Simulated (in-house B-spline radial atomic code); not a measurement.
Checks on a self-consistent run for the thulium ion Tm²⁺, [Kr] (4d3/2)3 (4d5/2)6 (4f5/2)6 (4f7/2)7 5s2 5p6 6s1. All numbers are computed (Dirac-Hartree-Fock, average of the jj configuration; Fermi nucleus of rms radius 5.2256 fm) with a radial B-spline atomic code at the basis-set limit, not measured.

```
orbital  q       ε (Eh)     <1/r>         <r²>  small-component weight
  1s1/2  2  -2196.94679   79.0655  0.000548425                0.066858
  2s1/2  2   -376.28438   19.0721   0.00844409                0.014995
  2p1/2  2   -357.85245   19.0011   0.00610218                0.015007
  2p3/2  4   -321.76796   16.4127   0.00731245                0.013747
  3s1/2  2    -87.40829   7.00339    0.0553704               0.0048761
  3p1/2  2    -79.32656   6.90531    0.0513164               0.0048022
  3p3/2  4    -71.56108   6.24712    0.0580061               0.0044531
  3d3/2  4    -57.95331   6.10892    0.0458664               0.0043008
  3d5/2  6    -56.29799   5.95609     0.047546               0.0042103
  4s1/2  2    -18.99026   2.90602     0.279407               0.0015419
  4p1/2  2    -15.60427   2.79325     0.292324               0.0014559
  4p3/2  4    -13.92746   2.57886     0.327408               0.0013381
  4d3/2  3     -8.51758   2.35774     0.369672               0.0011568
  4d5/2  6     -8.15347   2.29779     0.383855               0.0011152
  4f5/2  6     -1.44313   1.78464      0.67079              0.00071933
  4f7/2  7     -1.45678   1.77144     0.674807              0.00071091
  5s1/2  2     -3.20176   1.07923      1.69198              0.00030372
  5p1/2  2     -2.17057  0.962383      2.10155              0.00024741
  5p3/2  4     -1.92772  0.887703      2.40838              0.00021627
  6s1/2  1     -0.71995  0.383057      11.8291              4.4388e-05
```

Electron-electron repulsion V_ee = 4990.8073 hartree.

Problem. What total energy follows from the eigenvalues?

Solution. The eigenvalues count the repulsion twice, so E = Σqε - V_ee = -8575.958 - 4990.807 = -13566.766 hartree; the run printed -13566.766.

Problem. Does the Dirac virial theorem hold?

Solution. For a point nucleus E = -2c²Σq·w, with w the small-component weight. Here Σq·w = 0.36116 and c = 137.0360, so the ratio E/(-2c²Σq·w) is 1.000186; the finite nucleus accounts for the departure from 1.

Problem. What diamagnetic shielding (Lamb formula) and susceptibility (Langevin formula) do the radii give?

Solution. σ = (α²/3)Σq<1/r> = 486.605/(3·137.036²) = 8637.5 ppm, and χ = -0.79199×10⁻⁶·Σq<r²> = -35.35×10⁻⁶ cm³/mol with Σq<r²> = 44.637 bohr². Both are non-relativistic formulas without the paramagnetism of open shells; for so heavy an element the full relativistic shielding is larger by tens of per cent.
